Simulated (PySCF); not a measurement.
# `Cc1ccc(Br)cc1`, C$_{7}$H$_{7}$Br: coupling constants with relativity

Cartesian coordinates in Å; atom numbers follow the order of the lines, from 1:
```xyz
15

C    -2.0767   -0.2709    0.2101
C    -0.5817   -0.1635    0.1327
C     0.2307   -1.2987    0.2319
C     1.6170   -1.2120    0.1311
C     2.2097    0.0324   -0.0708
Br    4.0887    0.1622   -0.2046
C     1.4284    1.1817   -0.1704
C     0.0440    1.0726   -0.0668
H    -2.3883   -1.1358    0.8132
H    -2.5150   -0.3965   -0.7942
H    -2.5237    0.6324    0.6500
H    -0.2288   -2.2777    0.3940
H     2.2367   -2.1066    0.2125
H     1.9001    2.1538   -0.3236
H    -0.5648    1.9779   -0.1415
```

Level of theory for the indirect couplings: PBE/pcJ-1 (dyall-v2z on Br), isolated molecule, Gaussian nuclear model, structure from PBE0-D3(BJ)/def2-SVP (PySCF integrals, density fitting).

Non-relativistic values:
```csv
coupling,atoms,J (Hz)
"1J(79Br,13C)",Br6 – C5,-165.0
"2J(79Br,13C)",Br6 – C4/C7,2.2
"3J(79Br,13C)",Br6 – C3/C8,1.9
"3J(79Br,1H)",Br6 – H13/H14,5.0
"4J(79Br,13C)",Br6 – C2,0.7
"4J(79Br,1H)",Br6 – H12/H15,1.8
"5J(79Br,13C)",Br6 – C1,1.1
```

What do two-component X2C with spin–orbit coupling give?

## Answers


| coupling | atoms | with spin–orbit (Hz) |
| --- | --- | --- |
| 1J(79Br,13C) | Br6 – C5 | -174.4 |
| 2J(79Br,13C) | Br6 – C4/C7 | 0.5 |
| 3J(79Br,13C) | Br6 – C3/C8 | 1.7 |
| 3J(79Br,1H) | Br6 – H13/H14 | 5.4 |
| 4J(79Br,13C) | Br6 – C2 | 0.8 |
| 4J(79Br,1H) | Br6 – H12/H15 | 2.0 |
| 5J(79Br,13C) | Br6 – C1 | 1.3 |

The largest listed coupling, 1J(79Br,13C), ends at 1.06 times its non-relativistic value. Equivalent partners are averaged, as under fast rotation. Couplings to strongly quadrupolar nuclei (79Br) are seldom resolved in solution.
